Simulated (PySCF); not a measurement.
C4H10BrClGe, SMILES [CH2](C)[Ge]([CH2]C)([Br])[Cl], GFN2-xTB optimised geometry. Atoms within 1.6 Å of the plane z = 1.0 Å (x, y, z in Å): C1 (-2.92, -1.01, 1.25), C2 (-1.41, -1.04, 1.43), Ge3 (-0.43, 0.01, 0.00), Cl4 (-1.12, 2.03, 0.00), C6 (1.60, 0.01, 0.00), C7 (2.20, -1.38, -0.18), H8 (-3.29, 0.01, 1.28), H9 (-3.41, -1.58, 2.04), H10 (-3.20, -1.45, 0.29), H11 (-1.04, -2.07, 1.40), H12 (-1.13, -0.61, 2.39), H14 (1.93, 0.45, 0.94), H15 (1.92, -2.03, 0.64), H17 (3.29, -1.31, -0.20).

Calculation: PBE0/def2-SVP (PySCF). Cells within 0.4 Å of a nucleus heavier than hydrogen are left out (blank, or x).

Map of the deformation density (molecule minus spherical neutral atoms) (e/bohr³) on the plane z = 1.0 Å:

```
|1111111111111111111111111111111|
|1111111111111111111111111111111|
|1111111111111111111111111111111|
|1111111111111111111111111111111|
|1111111111111111111111111111111|
|1111111111111111111111111111111|
|1111111111111111111111111111111|
|1111111111111111111111111111111|
|1111111111111111111111111111111|
|1111111111122211111111111111111|
|1111111111122211111111111111111|
|1111111111111111111111111111111|
|1111111111111111111100111111111|
|1111110111111000001231011111111|
|1111100100011100011493111111111|
|1111126510012210111352111111111|
|1111139710125421110010001111111|
|1111015x14346521000000001111111|
|1111005x56434210000000001111111|
|1111015612125210110011001111111|
|1111012100036311111122111111111|
|1111110000012101111001111111111|
|1111111111000011111000111111111|
|1111111111111111111111111111111|
|1111111111111111111111111111111|
|1111111111111111111111111111111|
|1111111111111111111111111111111|
|1111111111111111111111111111111|
|1111111111111111111111111111111|
|1111111111111111111111111111111|
|1111111111111111111111111111111|
```
Scale: ten equal steps from -0.012 (start of '0') to 0.058 (end of '9'), in the order '0123456789'; x runs from -5.50 to 5.50, y from -5.50 (bottom) to 5.50 (top).
